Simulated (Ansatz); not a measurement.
BCl, charge +1, doublet, geometry from GFN2-xTB (the spin is typed, not shown lowest); SC-NEVPT2/def2-SVP, CASSCF(7,5) in Ansatz (a quantum-chemistry and plane-wave program).

The Ansatz input:
Ansatz 0.2 input:
```yaml
crystal:
  periodic: [false, false, false]
  atoms:
    - {symbol: B, position_ang: [-0.00000000, -0.00000000, -1.16598772]}
    - {symbol: Cl, position_ang: [0.00000000, 0.00000000, 0.34293756]}
basis:
  gaussian:
    orbitals: def2-SVP
total_charge: 1
correlation: {method: sc_nevpt2, electrons: all, active_space: {window: {electrons: 7, orbitals: 5}}}
magnetization: {spin_polarized: false, initial_magnetization: 1}
```

The log (banner, timings and long lists left out):

```
Functional definition: HF
304 factors; integrals over basis functions are off by at most 1.1e-3 eV
mean field evaluation 1: about -13158.2865 eV, gradient 2.0e1 eV
mean field evaluation 2: about -13158.3458 eV, gradient 2.0e1 eV
mean field evaluation 4: about -13160.2502 eV, gradient 1.5e0 eV
mean field evaluation 8: about -13160.2834 eV, gradient 6.6e-2 eV
mean field -13160.28350797 eV, -483.6314985575 hartree, gradient 2.8e-6 eV, S^2 0.750000; 0 other end points of the search recorded, 0 dependent functions left out
reference -13160.28350797 eV, -483.6314985575 hartree; 11, 10 occupied and 21, 22 virtual orbitals, 304 factors
state -13160.64939302 eV, -483.6449445848 hartree
state -13160.64939302 eV, -483.6449445848 hartree; corrected -13165.21276679 eV, -483.8126454777 hartree
Total energy: -13165.21276679 eV, -483.8126454777 hartree
```
